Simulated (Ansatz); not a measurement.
As3S3⁻. Charge -1, multiplicity 3. Geometry PBE0-D4/def2-SVP, that of the neutral doublet; atoms count from 1.

Cartesian coordinates in Å:
```
As -0.6210 -1.3399 1.0211
As 0.5259 -1.2723 -1.1526
As -0.1279 2.0487 -0.0037
S 0.1072 0.8311 -1.8484
S 1.6012 -1.0048 0.8136
S -1.4854 0.7373 1.1700
```

The highest occupied level of the charge -1 triplet lies above zero (up to 1.12 eV). By energy differences its removal costs 0.36 eV (vertical, to the charge 0 doublet, at PBE0-D4/def2-TZVPD); a positive level beside a positive removal energy at the same level points to self-interaction error. At PBE0-D4/def2-TZVPD a singlet of charge -1 lies 1.75 eV below the triplet, each at its own geometry. The structure comes from a short search, and lower isomers may exist.

Problem. Estimate the Mulliken populations from the PBE0/def2-TZVPD orbitals of Ansatz.

Solution. 
| atom | charge (e) | spin (α − β) |
| --- | --- | --- |
| As1 | 0.11 | 0.28 |
| As2 | 0.11 | 0.28 |
| As3 | 0.03 | 1.05 |
| S4 | -0.39 | 0.08 |
| S5 | -0.47 | 0.24 |
| S6 | -0.39 | 0.08 |
Mulliken values and Mayer orders depend strongly on the basis. With diffuse functions, as here, like atoms can get unlike values, and bond orders can come out too low or too high.

Problem. Where does the spin sit?

Solution. Summed by element: As 1.60, S 0.40, of 2 unpaired in all. Largest on single atoms: As3 1.05, As2 0.28, As1 0.28.

Problem. And the Mayer bond orders between bonded heavy atoms (over 0.3)?

Solution. As1–As2 0.90 (2.46 Å); As1–S5 0.94 (2.26 Å); As1–S6 0.98 (2.25 Å); As2–S4 0.98 (2.25 Å); As2–S5 0.94 (2.26 Å); As3–S4 1.06 (2.22 Å); As3–S6 1.06 (2.22 Å).
